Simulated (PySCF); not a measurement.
SMILES [AlH2][Cl] (PBE0/def2-SVP optimised geometry):

```
4

Al    -0.304    -0.288     0.000
H     -1.210    -1.581     0.000
H      1.276    -0.288     0.000
Cl    -1.276     1.581     0.000
```

Level of theory: PySCF with PBE0/def2-TZVP.

What are the frontier orbital energies and the dipole moment?

HOMO-2 -9.77 eV, HOMO-1 -9.50 eV, HOMO -8.58 eV, LUMO -1.65 eV, LUMO+1 0.15 eV; dipole moment 1.28 D.

On the same geometry PBE/def2-TZVP run with PySCF 2.14.0 gives HOMO-2 -8.34 eV, HOMO-1 -8.12 eV, HOMO -7.27 eV, LUMO -2.41 eV, LUMO+1 -0.70 eV; dipole moment 1.16 D.

Meta-Löwdin charges at PBE0/def2-TZVP: Al1 0.61, H2 -0.14, H3 -0.14, Cl4 -0.33.
